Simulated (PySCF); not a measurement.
PySCF job for Si(F)2(OH)(SiH3) (F₂H₄OSi₂), SMILES O[Si](F)(F)[SiH3], TDDFT-PBE/def2-SVPD. Coordinates come from a B3LYP-D3(BJ)/def2-SVP optimisation. This is a generated structure with no PubChem entry under its InChIKey; it may be hypothetical. One conformer was computed; it need not be the lowest.

```python
import numpy as np
from pyscf import gto, scf, dft, tdscf

mol = gto.M(
    atom='''
    O    -1.54112466   -0.99002792    0.00000001
    Si    0.00006897   -0.42158452   -0.00000000
    F     0.80587023   -1.00523293    1.28163501
    F     0.80587022   -1.00523293   -1.28163502
    Si   -0.02745310    1.90527209    0.00000000
    H    -1.69932765   -1.94296516    0.00000000
    H    -0.73409922    2.38777384   -1.21936274
    H     1.37423710    2.41020767   -0.00000001
    H    -0.73409920    2.38777384    1.21936276
    ''',
    basis='def2-SVPD',
    charge=0,
    spin=0,
    symmetry=True,
    max_memory=1600,
    verbose=4,
)
mf = dft.RKS(mol, xc='pbe').density_fit(auxbasis='def2-universal-jkfit')
mf.grids.level = 3
mf.conv_tol = 1e-9
mf.max_cycle = 100
mf.kernel()
mf.grids = dft.Grids(mol).set(level=1).build(with_non0tab=True)  # coarser grid for the response kernel
td = tdscf.TDDFT(mf)
td.singlet = True
td.nstates = 10
td.conv_tol = 1e-4
td.positive_eig_threshold = 1e-6
td.kernel(x0=td.get_init_guess(mf, 15))
td.analyze()
tt = tdscf.TDA(mf)
tt.singlet = False
tt.nstates = 4
tt.conv_tol = 1e-4
tt.positive_eig_threshold = 1e-6
tt.kernel(x0=tt.get_init_guess(mf, 9))
tt.analyze(verbose=3)
```

It prints:

```
PySCF version 2.14.0

[INPUT] verbose = 4
[INPUT] num. atoms = 9
[INPUT] num. electrons = 58
[INPUT] charge = 0
[INPUT] spin (= nelec alpha-beta = 2S) = 0
[INPUT] symmetry True subgroup None
[INPUT] Mole.unit = angstrom
[INPUT] Symbol           X                Y                Z      unit          X                Y                Z       unit  Magmom
[INPUT]  1 O     -1.541124660000  -0.990027920000   0.000000010000 AA   -2.912303531213  -1.870881624473   0.000000018897 Bohr   0.0
[INPUT]  2 Si     0.000068970000  -0.421584520000   0.000000000000 AA    0.000130334411  -0.796679281156   0.000000000000 Bohr   0.0
[INPUT]  3 F      0.805870230000  -1.005232930000   1.281635010000 AA    1.522874026640  -1.899614929094   2.421939160554 Bohr   0.0
[INPUT]  4 F      0.805870220000  -1.005232930000  -1.281635020000 AA    1.522874007743  -1.899614929094  -2.421939179451 Bohr   0.0
[INPUT]  5 Si    -0.027453100000   1.905272090000   0.000000000000 AA   -0.051878840270   3.600442442878   0.000000000000 Bohr   0.0
[INPUT]  6 H     -1.699327650000  -1.942965160000   0.000000000000 AA   -3.211263854401  -3.671672021972   0.000000000000 Bohr   0.0
[INPUT]  7 H     -0.734099220000   2.387773840000  -1.219362740000 AA   -1.387246474057   4.512238605001  -2.304261625099 Bohr   0.0
[INPUT]  8 H      1.374237100000   2.410207670000  -0.000000010000 AA    2.596931749217   4.554632399626  -0.000000018897 Bohr   0.0
[INPUT]  9 H     -0.734099200000   2.387773840000   1.219362760000 AA   -1.387246436262   4.512238605001   2.304261662894 Bohr   0.0

nuclear repulsion = 312.831598842498
point group symmetry = Cs
symmetry origin: [-6.51629647e-10  2.28070386e-09  2.29701315e-17]
symmetry axis x: [ 1.00000000e+00  4.60420356e-10 -2.10506427e-08]
symmetry axis y: [ 4.60420346e-10 -1.00000000e+00 -5.15180762e-10]
symmetry axis z: [-2.10506427e-08  5.15180834e-10 -1.00000000e+00]
num. orbitals of irrep A' = 93
num. orbitals of irrep A" = 56
number of shells = 63
number of NR pGTOs = 223
number of NR cGTOs = 149
basis = def2-SVPD
ecp = {}


[settings echo left out]
init E= -855.717339635974
HOMO (A') = -0.321828492321929  LUMO (A") = -0.0596305712774323  gap/eV = 7.13477
cycle= 1 E= -855.35121330542  delta_E= 0.366  |g|= 0.985  |ddm|=  3.7
HOMO (A") = -0.153601693950966  LUMO (A') = -0.0273764216931363  gap/eV = 3.43476
cycle= 2 E= -854.691410032673  delta_E= 0.66  |g|= 2.11  |ddm|= 2.54
HOMO (A') = -0.286196774242003  LUMO (A') = -0.0423372911368487  gap/eV = 6.63575
cycle= 3 E= -855.522521074695  delta_E= -0.831  |g|= 0.131  |ddm|=  1.8
HOMO (A') = -0.294053720866652  LUMO (A') = -0.0370405826874696  gap/eV = 6.99368
cycle= 4 E= -855.523644037869  delta_E= -0.00112  |g|= 0.132  |ddm|= 0.246
HOMO (A') = -0.294152332374508  LUMO (A') = -0.0384742543930123  gap/eV = 6.95735
cycle= 5 E= -855.526636374877  delta_E= -0.00299  |g|= 0.0165  |ddm|= 0.105
HOMO (A') = -0.292657748223907  LUMO (A') = -0.0379773282306912  gap/eV = 6.93021
cycle= 6 E= -855.526709815747  delta_E= -7.34e-05  |g|= 0.00364  |ddm|= 0.0284
HOMO (A') = -0.292748320347618  LUMO (A') = -0.0380988957341617  gap/eV = 6.92936
cycle= 7 E= -855.526713364283  delta_E= -3.55e-06  |g|= 0.00087  |ddm|= 0.00664
HOMO (A') = -0.292738330122404  LUMO (A') = -0.0381074976504761  gap/eV = 6.92886
cycle= 8 E= -855.526713555631  delta_E= -1.91e-07  |g|= 0.000146  |ddm|= 0.00144
HOMO (A') = -0.292730902688766  LUMO (A') = -0.0381047511542545  gap/eV = 6.92873
cycle= 9 E= -855.526713560672  delta_E= -5.04e-09  |g|= 3.97e-05  |ddm|= 0.000343
HOMO (A') = -0.292739469144557  LUMO (A') = -0.0381094667435407  gap/eV = 6.92884
cycle= 10 E= -855.526713561193  delta_E= -5.21e-10  |g|= 9.07e-06  |ddm|= 8.96e-05
HOMO (A') = -0.292736230306852  LUMO (A') = -0.0381077761502864  gap/eV = 6.92879
Extra cycle  E= -855.526713561192  delta_E= 6.82e-13  |g|= 9.57e-06  |ddm|= 3e-05
converged SCF energy = -855.526713561192
tot grids = 38496
Overwritten attributes  positive_eig_threshold  of <class 'pyscf.tdscf.rks.CasidaTDDFT'>


******** <class 'pyscf.tdscf.rks.CasidaTDDFT'> for <class 'pyscf.df.df_jk.DFSymAdaptedRKS'> ********
nstates = 10 singlet
deg_eia_thresh = 1.000e-03
wfnsym = None
conv_tol = 0.0001
eigh lindep = 1e-12
eigh level_shift = 0
eigh max_cycle = 100


Excitation energies (eV)
[7.21215911 7.46503924 7.54154689 7.63512035 7.71538318 7.76965932
 7.93318251 8.04249369 8.08858744 8.15583464]

** Singlet excitation energies and oscillator strengths **
Excited State   1:   A'      7.21216 eV    171.91 nm  f=0.1259
      29 -> 30       -0.62964
      29 -> 32       -0.28120
Excited State   2:   A"      7.46504 eV    166.09 nm  f=0.0048
      28 -> 30       -0.46413
      29 -> 31        0.51427
Excited State   3:   A'      7.54155 eV    164.40 nm  f=0.0697
      26 -> 31        0.11633
      29 -> 30        0.26870
      29 -> 32       -0.61377
      29 -> 33        0.10744
Excited State   4:   A"      7.63512 eV    162.39 nm  f=0.0347
      28 -> 30       -0.50008
      28 -> 32        0.19248
      29 -> 31       -0.41920
Excited State   5:   A'      7.71538 eV    160.70 nm  f=0.0323
      28 -> 31       -0.68509
Excited State   6:   A"      7.76966 eV    159.57 nm  f=0.0089
      28 -> 30        0.16844
      28 -> 32        0.67384
      29 -> 31        0.10495
Excited State   7:   A"      7.93318 eV    156.29 nm  f=0.0016
      26 -> 30       -0.61560
      27 -> 31        0.33910
Excited State   8:   A'      8.04249 eV    154.16 nm  f=0.0143
      27 -> 30        0.55492
      27 -> 32        0.30602
      29 -> 33       -0.28401
Excited State   9:   A"      8.08859 eV    153.28 nm  f=0.0004
      26 -> 30        0.26567
      26 -> 32        0.36126
      27 -> 31        0.52687
Excited State  10:   A'      8.15583 eV    152.02 nm  f=0.0337
      26 -> 31        0.22088
      27 -> 30       -0.18097
      27 -> 32       -0.18787
      29 -> 33       -0.49040
      29 -> 34        0.35766

** Transition electric dipole moments (AU) **
state          X           Y           Z        Dip. S.      Osc.
  1         0.3303      0.7768      0.0000      0.7125      0.1259
  2         0.0000      0.0000     -0.1616      0.0261      0.0048
  3        -0.2978      0.5373      0.0000      0.3774      0.0697
  4         0.0000      0.0000      0.4309      0.1857      0.0347
  5        -0.1790     -0.3730      0.0000      0.1711      0.0323
  6        -0.0000      0.0000     -0.2161      0.0467      0.0089
  7         0.0000     -0.0000      0.0900      0.0081      0.0016
  8        -0.2523     -0.0937     -0.0000      0.0724      0.0143
  9         0.0000     -0.0000     -0.0421      0.0018      0.0004
 10         0.2265      0.3425      0.0000      0.1686      0.0337

** Transition velocity dipole moments (imaginary part, AU) **
state          X           Y           Z        Dip. S.      Osc.
  1         0.0904      0.2078      0.0000      0.0514      0.1292
  2         0.0000     -0.0000     -0.0489      0.0024      0.0058
  3        -0.0877      0.1506     -0.0000      0.0304      0.0731
  4        -0.0000      0.0000      0.1235      0.0153      0.0363
  5        -0.0512     -0.1069      0.0000      0.0141      0.0330
  6         0.0000     -0.0000     -0.0606      0.0037      0.0086
  7        -0.0000      0.0000      0.0264      0.0007      0.0016
  8        -0.0760     -0.0259     -0.0000      0.0065      0.0145
  9        -0.0000      0.0000     -0.0161      0.0003      0.0006
 10         0.0702      0.0993     -0.0000      0.0148      0.0329

** Transition magnetic dipole moments (imaginary part, AU) **
state          X           Y           Z
  1        -0.0000      0.0000      0.0716
  2         0.1990     -0.2869      0.0000
  3         0.0000     -0.0000     -0.0891
  4         0.1291     -0.2535     -0.0000
  5        -0.0000      0.0000     -0.1121
  6        -0.3623      0.3505      0.0000
  7        -0.0191      0.5736     -0.0000
  8         0.0000     -0.0000     -0.3079
  9         0.0912      0.5821     -0.0000
 10         0.0000     -0.0000      0.3885
Overwritten attributes  positive_eig_threshold  of <class 'pyscf.tdscf.rks.TDA'>


******** <class 'pyscf.tdscf.rks.TDA'> for <class 'pyscf.df.df_jk.DFSymAdaptedRKS'> ********
nstates = 4 triplet
deg_eia_thresh = 1.000e-03
wfnsym = None
conv_tol = 0.0001
eigh lindep = 1e-12
eigh level_shift = 0
eigh max_cycle = 100


Excitation energies (eV)
[6.47387267 6.47388356 6.97681972 7.26963987]

** Triplet excitation energies and oscillator strengths **
Excited State   1:   A'      6.47387 eV    191.51 nm  f=0.0000
Excited State   2:   A"      6.47388 eV    191.51 nm  f=0.0000
Excited State   3:   A'      6.97682 eV    177.71 nm  f=0.0000
Excited State   4:   A"      7.26964 eV    170.55 nm  f=0.0000
```

The calculation finished and met its thresholds.

Cost: around 50 core-seconds (rough).
